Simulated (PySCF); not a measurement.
## How methods differ on the ionisation energy of Al⁺

Al⁺ [Ne] 3s2 (1S) → Al²⁺ [Ne] 3s1 (2S), as a difference of total energies. Calculation: PySCF 2.14, in def2-TZVP (5s5p2d1f, 37 functions); the non-relativistic Hamiltonian (point nucleus). Correlated levels: valence: [Ne] frozen. The calculations carry no spin-orbit coupling.

```tsv
method	ionisation energy (eV)
UHF	17.529
M06-L	18.686
LDA	18.918
MP2 (valence)	18.271
SCS-MP2 (valence)	18.420
CCSD (valence)	18.600
```

Errors of the correlated levels include the incompleteness of this basis and the frozen core.

With two correlated electrons CCSD is exact in that space.

Which method comes closest to the reference value, and which is furthest?

The reference is 18.829 eV (measured; NIST Atomic Spectra Database, ionization energies). Closest: LDA (error 0.089 eV); furthest: UHF (error -1.300 eV).
